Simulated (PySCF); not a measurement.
# Fine-structure interval of Ge⁺ by level of theory

Ge⁺ [Ar] 3d10 4s2 4p1 [4p1/2^1, M_J = 1/2] → Ge⁺ [Ar] 3d10 4s2 4p1 [4p3/2^1, M_J = 3/2], as a difference of total energies. All numbers are calculated (PySCF 2.14, the two-component X2C-1e Hamiltonian, in x2c-TZVPPall-2c (6s7p4d1f, 54 functions)). Correlated levels: [Ne] frozen. "Screened" scales the spin-orbit matrix elements by Boettger's factors to mimic the two-electron term; Breit and QED terms are absent.

| method | fine-structure interval (cm⁻¹) |
| --- | --- |
| GHF (screened spin-orbit) | 2585.4 |
| GMP2 (screened spin-orbit) | 1700.9 |
| GHF (bare spin-orbit) | 2692.1 |

Errors of the correlated levels include the incompleteness of this basis and the frozen core.

GHF and GMP2 differ strongly here because the two determinants are spin-polarised to different degrees; the interval is a small difference of such terms.

Which method comes closest to the reference value, and which is furthest?

The reference is 1767.4 cm⁻¹ (measured; NIST Handbook of Basic Atomic Spectroscopic Data (Sansonetti and Martin, J. Phys. Chem. Ref. Data 34, 1559 (2005))). Closest: GMP2 (screened spin-orbit) (error -66.475 cm⁻¹); furthest: GHF (bare spin-orbit) (error 924.79 cm⁻¹).
